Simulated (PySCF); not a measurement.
CH6GeOSi, SMILES [GeH2]1[SiH2]O[CH2]1. Heavy atoms are numbered as in [CH2:1]1[O:2][SiH2:3][GeH2:4]1. Hydrogens are named by the atom that carries them.

Geometry optimised at TPSSh-D3(BJ)/def2-SVP. This is a generated structure with no PubChem entry under its InChIKey; it may be hypothetical.

All values below come from PBE/def2-TZVP run with PySCF.

ESP charges are fitted to the potential on shells at 1.4 to 2.0 van der Waals radii. Atomic charges (e), one atom of each kind:

| atom | ESP fit | Mulliken | Löwdin | IAO |
|---|---|---|---|---|
| C1 (CH2) | -0.02 | -0.14 | -0.47 | -0.27 |
| O2 | ? | -0.31 | 0.04 | -0.63 |
| Si3 (SiH2) | ? | 0.21 | 0.06 | 0.71 |
| Ge4 (GeH2) | ? | 0.06 | 0.31 | 0.24 |
| H on C1 | 0.08 | 0.12 | 0.12 | 0.15 |
| H on Si3 | -0.07 | -0.03 | -0.04 | -0.12 |
| H on Ge4 | -0.02 | 0.00 | -0.05 | -0.06 |

Problem. What belongs in the gaps? (Estimate from the structure and the level; the computed values follow.)

Solution. 
- O2, ESP fit: -0.34
- Si3 (SiH2), ESP fit: 0.36
- Ge4 (GeH2), ESP fit: 0.00
